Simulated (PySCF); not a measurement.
Isomers C₈H₉OP:

A. `CC(=O)c1cpccc1C`
B. SMILES O=[P@@H]1C[C@@H]1c1ccccc1
C. `C=Cc1pcoc1C1CC1`
D. `CC(=O)c1cc(C)ccp1`
E. `C#CCP1(=O)C=CCC=C1`

Spectrum 1. $^{1}$H NMR (300 MHz, computed): δ 9.22 (m, 1H), 9.14 (m, 1H), 8.11 (m, 1H), 2.95 (s, 3H), 2.74 (s, 3H). $^{13}$C{$^{1}$H} NMR (computed): δ 200.7 (C), 172.3 (C), 163.9 (CH), 145.9 (C), 142.6 (CH), 142.4 (CH), 30.9 (CH3), 26.5 (CH3).

Spectrum 2. $^{1}$H NMR (300 MHz, computed): δ 7.12 (m, 2H), 6.50 (m, 2H), 3.06 (m, 1H), 3.02 (m, 2H), 2.96 (m, 1H), 1.09 (t, 1H). $^{13}$C{$^{1}$H} NMR (computed): δ 152.1 (CH), 133.6 (CH), 81.4 (C), 75.7 (CH), 36.6 (CH2), 28.3 (CH2).

Spectrum 3. $^{1}$H NMR (300 MHz, computed): δ 9.20 (m, 1H), 9.17 (m, 1H), 8.13 (m, 1H), 2.76 (s, 3H), 2.66 (s, 3H). $^{13}$C{$^{1}$H} NMR (computed): δ 211.7 (C), 167.7 (CH), 161.8 (CH), 150.7 (C), 143.4 (C), 142.1 (CH), 33.0 (CH3), 26.0 (CH3).

Spectrum 4. $^{1}$H NMR (300 MHz, computed): δ 7.67 (m, 2H), 7.66 (m, 2H), 7.57 (m, 1H), 7.18 (m, 1H), 2.09 (m, 1H), 1.60 (m, 1H), 1.40 (m, 1H). $^{13}$C{$^{1}$H} NMR (computed): δ 142.2 (C), 134.0 (CH), 133.0 (CH), 131.8 (CH), 28.6 (CH), 18.6 (CH2).

Spectrum 5. $^{1}$H NMR (300 MHz, computed): δ 8.53 (m, 1H), 7.09 (m, 1H), 6.47 (m, 1H), 5.51 (m, 1H), 2.15 (m, 1H), 1.04 (m, 2H), 0.97 (m, 2H). $^{13}$C{$^{1}$H} NMR (computed): δ 185.6 (CH), 166.6 (C), 143.1 (C), 136.2 (CH), 120.7 (CH2), 12.6 (CH), 11.0 (CH2).

Level of theory: shielding tensors at PBE0/pcSseg-1 (GIAO), GFN2-xTB geometry, in PySCF (fast rotation and ring inversion assumed for equivalent nuclei, single conformer, no relativistic terms, gas phase).

References, each an isolated molecule treated in the same way: $^{1}$H (31.72 ppm) and $^{13}$C (186.93 ppm) against TMS. Splittings of carbon signals by F and P are missing where no couplings were computed. Where no couplings were computed, multiplicities follow the n + 1 count of equivalent neighbours, and m marks all less simple cases (inequivalent or close neighbours, rings, F or P nearby). Shifts are as computed. Against solution values, carbons near 30 ppm lie about +3 ppm off and those near 130 ppm about +5 ppm. Of 1211 compounds with measured shifts, 218 miss one by over three times the rms of a fit or turn the order of signals round; such compounds aren't used in these exercises.

Which spectrum belongs to which compound?

## Answers

1–D, 2–E, 3–A, 4–B, 5–C.

- Spectrum 1 (D): 8 $^{13}$C signals; δC 200.7 is a ketone carbonyl carbon; δC 30.9 is a methyl carbon α to a carbonyl.
- Spectrum 2 (E): 6 $^{13}$C signals; δC 152.1 is an alkene CH; δC 133.6 is an alkene CH.
- Spectrum 3 (A): 8 $^{13}$C signals; δC 211.7 is a ketone carbonyl carbon; δC 33.0 is a methyl carbon α to a carbonyl.
- Spectrum 4 (B): 6 $^{13}$C signals; δC 134.0 is an aromatic CH; δC 133.0 is an aromatic CH.
- Spectrum 5 (C): 7 $^{13}$C signals; δC 136.2 is an alkene CH; δC 120.7 is a terminal =CH2 carbon.
